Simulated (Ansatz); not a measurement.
Start from `BSCN` and change one element to get `BOCN`.

Ansatz, PBE0-D4/def2-TZVP geometries, multiplicity 1. Each molecule was computed in one conformer, which needn't be the lowest.

```
                                      property  `BSCN`
size of the dipole moment (PBE/def2-TZVPP) / D    2.70
            LUMO energy (PBE0/def2-TZVPP) / eV   -1.04
         HOMO–LUMO gap (B3LYP/def2-TZVPP) / eV    5.82
           HOMO energy (B3LYP/def2-TZVPP) / eV   -7.06
           HOMO–LUMO gap (PBE/def2-TZVPP) / eV    3.87
             LUMO energy (PBE/def2-TZVPP) / eV   -1.98
```

Give the same properties after the change, and the shifts. (Best estimate.)

The calculation gave: 
```csv
property,`BOCN`,shift
size of the dipole moment (PBE/def2-TZVPP) / D,1.07,-1.63
LUMO energy (PBE0/def2-TZVPP) / eV,-0.35,0.69
HOMO–LUMO gap (B3LYP/def2-TZVPP) / eV,6.89,1.07
HOMO energy (B3LYP/def2-TZVPP) / eV,-7.50,-0.44
HOMO–LUMO gap (PBE/def2-TZVPP) / eV,4.95,1.08
LUMO energy (PBE/def2-TZVPP) / eV,-1.33,0.65
```

With PBE0 the HOMO falls by 0.44 eV and the LUMO rises by 0.69 eV, so the gap widens by about 1.13 eV. PBE moves the HOMO by -0.43 eV and ωB97M-V by -0.52 eV. Dipoles are sizes alone; their direction can turn.

B3LYP here is the variant with VWN-RPA as its local correlation; programs differ in this.
